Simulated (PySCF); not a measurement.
## Static response to an electric field

Compound: C₅H₇NO.
Cartesian coordinates in Å at the GFN2-xTB level; atoms count from 1:
```
atom  x, y, z in Å
C1    -1.9017    0.4609    0.5045
C2    -1.1041   -0.5254   -0.3522
C3     0.3562   -0.3654   -0.1212
C4     1.3197    0.3586   -0.7687
C5     2.4875    0.1041   -0.0177
N6     2.2333   -0.6949    0.9798
O7     0.9150   -0.9913    0.9254
H8    -1.6356    1.4843    0.2507
H9    -2.9668    0.3247    0.3363
H10   -1.6928    0.3002    1.5590
H11   -1.3163   -0.3537   -1.4081
H12   -1.3910   -1.5459   -0.0939
H13    1.2156    0.9695   -1.6400
H14    3.4803    0.4737   -0.1760
```

Level: PBE0/def2-SVPD (PySCF), static field, nuclei fixed, core orbitals frozen in the response. The polarisability tensor in these axes (au):

```
x   84.40  1.84  1.02
y    1.84 55.46 -6.17
z    1.02 -6.17 59.55
```

Q: What are the eigenvalues, a third of the trace, and Δα (Δα² = ½Σ(αi − αj)² over the three pairs)?

A: Principal values 50.88, 64.00 and 84.53 au; mean 66.47 au = 9.85 Å³ = 10.96 × 10⁻⁴⁰ C²·m²/J; Δα = 29.38 au (44 % of the mean).

Q: What is the dipole moment, and where does it point?

A: (-1.80, 1.48, -2.35) D, 3.31 D in size, pointing from the negative to the positive side. Measured along this direction, the outermost atoms are N6 at the negative end and H11 and H9 at the positive end.

Q: Molar refractivity from α?

A: Lorentz–Lorenz: R = (4π/3)N_A α = 2.5225 cm³/(mol·Å³) × 9.85 Å³ = 24.8 cm³/mol, in the limit of long wavelengths.

Q: Find the Langevin capture rate constant for H3O+ (19.018 u) meeting this molecule (97.053 u), k = 2.342 × 10⁻⁹ cm³/s × √(α in Å³ / reduced mass in u).

A: The reduced mass is 15.90 u, so k = 1.84 × 10⁻⁹ cm³/s. The formula leaves out the permanent dipole, which adds to the capture rate.

Q: Give the principal axes and the span of the nuclei along them.

A: Largest value along (1.00, 0.06, 0.03), where the nuclei span 6.43 Å; middle along (0.01, -0.58, 0.81), 3.22 Å; least along (-0.06, 0.81, 0.58), 2.67 Å. The response follows the extents in order.

Geometry: GFN2-xTB, one conformer, isolated molecule.
